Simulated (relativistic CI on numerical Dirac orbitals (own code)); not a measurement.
Dy³⁺ (4f9) in a crystal field

Calculated by Dirac-Coulomb-Breit CI, orbitals from a KLI potential per configuration, model QED, one configuration in a parametric crystal field, unscaled Slater integrals (own radial code).

Field parameters in Wybourne normalisation; cubic f-shell fields have B⁴₄ = √(5/14) B⁴₀ and B⁶₄ = −√(7/2) B⁶₀. The field is a parameter set, without covalency.

S and J are read from ⟨S²⟩ = S(S + 1) and ⟨J²⟩ = J(J + 1) of each level; they are not fictitious spins.

Oh, B40 = -840, B60 = 680 cm⁻¹, the lowest 10 levels:

| E (cm⁻¹) | Degeneracy | Irrep | S | J |
| --- | --- | --- | --- | --- |
| 0.0 | 2 | Γ7 | 2.46 | 7.50 |
| 72.0 | 4 | Γ8 | 2.46 | 7.50 |
| 140 | 4 | Γ8 | 2.46 | 7.50 |
| 259 | 2 | Γ6 | 2.46 | 7.49 |
| 377 | 4 | Γ8 | 2.46 | 7.49 |
| 3521 | 2 | Γ7 | 2.47 | 6.50 |
| 3552 | 2 | Γ6 | 2.47 | 6.49 |
| 3560 | 4 | Γ8 | 2.47 | 6.50 |
| 3672 | 4 | Γ8 | 2.47 | 6.50 |
| 3698 | 2 | Γ7 | 2.47 | 6.50 |

Principal g values of the ground doublet: 7.58, 7.58, 7.58.

C2v, B20 = -50, B22 = -120, B40 = -480, B42 = 470, B44 = 60, B60 = -450, B62 = -170, B64 = 370, B66 = -440 cm⁻¹, the lowest 10 levels:

```
E (cm⁻¹)  Degeneracy     S     J
     0.0           2  2.46  7.50
    15.0           2  2.46  7.50
    39.0           2  2.46  7.50
    61.5           2  2.46  7.50
     176           2  2.46  7.50
     203           2  2.46  7.50
     211           2  2.46  7.50
     234           2  2.46  7.50
    3462           2  2.47  6.50
    3507           2  2.47  6.50
```

Principal g values of the ground doublet: 2.59, 4.62, 13.03.

The next free-ion level lies 3418 cm⁻¹ above the lowest; the field splits the ground level into components whose J stays near 15/2 as long as their spread is small against that gap.

Levels of this model without a field, named by their leading LS term: 6H°_15/2 0, 6H°_13/2 3418, 6H°_11/2 5843, 6H°_9/2 7718, 6H°_7/2 9169, 6F°_11/2 9667, 6H°_5/2 10249, 6F°_9/2 11009 cm⁻¹.
